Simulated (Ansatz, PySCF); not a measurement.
Gas-phase reaction in SMILES: N[SiH](N)N + H+ → N[SiH](N)[NH3+]
Geometries: B3LYP-D3(BJ)/def2-TZVP minima from Ansatz (an electronic-structure program), one conformer each, not searched for the lowest.

Quantity: proton affinity (enthalpy at 298 K, with B3LYP-D3(BJ) rigid-rotor harmonic-oscillator terms from PySCF), positive where the reaction releases energy, in kcal/mol. Cores are frozen in the correlated levels unless marked. No spin-orbit coupling. Non-relativistic. Basis-set limits of correlation are two-point, X^-3; Hartree-Fock from the larger set.

CCSD(T)/CBS(cc-pV(T+d)Z,cc-pV(Q+d)Z) (Ansatz) gives 219.4 kcal/mol.

Question: Another calculation gave 220.8 kcal/mol. Which level was it?
(A) SVWN5/def2-TZVPD (Ansatz)
(B) wB97M-V/def2-TZVPD (Ansatz)
(C) PBE0/def2-TZVPD (Ansatz)

Answer: C, PBE0/def2-TZVPD (Ansatz). The others give 217.0 (wB97M-V), 212.7 (SVWN5) kcal/mol.
